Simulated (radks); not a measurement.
Problem. Radial electron density D(r) = 4 pi r^2 rho(r) of an atom or ion with 22 electrons. All-electron calculation, non-relativistic Kohn-Sham, r2SCAN, spin-polarised, spherical densities, point nucleus; meta-GGA in the generalised Kohn-Sham scheme. Program: a radial shooting solver on a logarithmic mesh with Libxc functionals.

r (bohr),D(r) (e/bohr),spin D(r)
0.00778,3.855,0.00182
0.01106,6.748,0.00315
0.01573,11.12,0.00508
0.02237,16.83,0.00734
0.03155,22.51,0.00879
0.04486,25.89,0.00741
0.06379,24.57,0.00152
0.0907,20.45,-0.00499
0.1279,20.16,0.00169
0.1819,25.80,0.0399
0.2587,27.09,0.124
0.3678,16.92,0.314
0.523,8.205,0.723
0.7377,9.523,1.20
1.049,9.382,1.27
1.492,4.414,0.982
2.121,1.351,0.781
2.992,0.5985,0.564
4.254,0.2134,0.213
6.048,0.02970,0.0297
8.6,0.0006000,0.000600
12.23,0.009187,0.00919
17.25,0.003442,0.00344
24.53,0.01282,0.0128
34.88,0.002724,0.00272
49.59,0.03298,0.0330
69.95,0.006299,0.00630

What is the nuclear charge?

Solution. Z = 22. The innermost maximum, from 1s, lies near 1/Z = 0.0455 bohr (found: 0.0486), and its height grows with Z. The density is that of neutral titanium in [Ar] 3d2 4s1 7d1; the configuration itself is not fixed sharply by these data, and Z only to about a unit. D(r) has 6 maxima, at r = 0.0486, 0.228, 0.880, 13.9, 27.9, 53.3 bohr, and minima at 0.110, 0.571 bohr, inside which lie 2.14, 10.44 electrons.
